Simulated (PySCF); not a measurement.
**Radial density of V (vanadium, neutral)**

UHF, [Ar] 3d2 4s2 5s1, high-spin 4F determinant (an excited configuration). Computed with PySCF 2.14 in aug-cc-pVTZ (8s7p5d3f2g, 93 functions), with no relativity, point nucleus.

| r (bohr) | 4πr²ρ (e/bohr) | 4πr²(ρα − ρβ) |
| --- | --- | --- |
| 0.00118 | 0.1362 | 0.0000 |
| 0.00199 | 0.3713 | 0.0000 |
| 0.00335 | 0.9871 | 0.0001 |
| 0.00563 | 2.514 | 0.0002 |
| 0.00947 | 5.965 | 0.0006 |
| 0.0159 | 12.56 | 0.0011 |
| 0.0268 | 21.69 | 0.0018 |
| 0.0450 | 27.32 | 0.0019 |
| 0.0758 | 23.15 | 0.0017 |
| 0.127 | 21.99 | 0.0147 |
| 0.214 | 29.78 | 0.0994 |
| 0.361 | 16.73 | 0.4812 |
| 0.607 | 9.489 | 1.3467 |
| 1.02 | 9.907 | 1.5528 |
| 1.72 | 2.391 | 0.6678 |
| 2.89 | 0.8999 | 0.0810 |
| 4.85 | 0.1872 | 0.0235 |
| 8.17 | 0.1549 | 0.1528 |
| 13.7 | 0.02999 | 0.0300 |
| 23.1 | 1.809e-05 | 0.0000 |

The outer electron is Rydberg-like, and this basis confines it to a smaller radius and binds it less than a complete one would.
